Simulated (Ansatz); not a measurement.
Consider the redistribution: `F[SiH](Cl)C#[C][GeH3]` + `[SiH3]N[SiH2]Cl` → `[SiH3][NH][GeH3]` + `F[SiH](Cl)C#C[SiH2]Cl`.

Calculated with Ansatz (gas phase, PBE0-D4/def2-TZVP geometries, no zero-point term in ΔE). CCSD(T)/CBS is the MP2 limit (def2-TZVPP, def2-QZVPP) plus CCSD(T) − MP2 in def2-TZVPP, frozen cores. This one scheme is used for every species. For Ge outer-core shells are correlated without core-valence functions, which leaves a few kJ/mol of doubt a bond. Scalar relativity is left out up to krypton. Each species was taken in one conformer, which may not be the lowest.

| level | ΔE (kJ/mol) |
| --- | --- |
| MP2/def2-SVP | 44.5 |
| HF/def2-QZVPP | 49.3 |

What does CCSD(T)/CBS give? (Estimate.)

Computed: +49.8 kJ/mol. The listed levels differ from it by -5.3, -0.5 kJ/mol.

Largest T1 diagnostic among the species: 0.012.

At CCSD(T), def2-SVP lies −5.7 kJ/mol from the extrapolated value and def2-TZVPP +0.4 kJ/mol. Leaving LDA and LC-ωPBE aside and taking each functional with its dispersion term where it has one, the values, not all of them listed here, spread over 5.1 kJ/mol, from B97M-V to ωB97M-V. LDA lies +4.8 kJ/mol from PBE without D4.
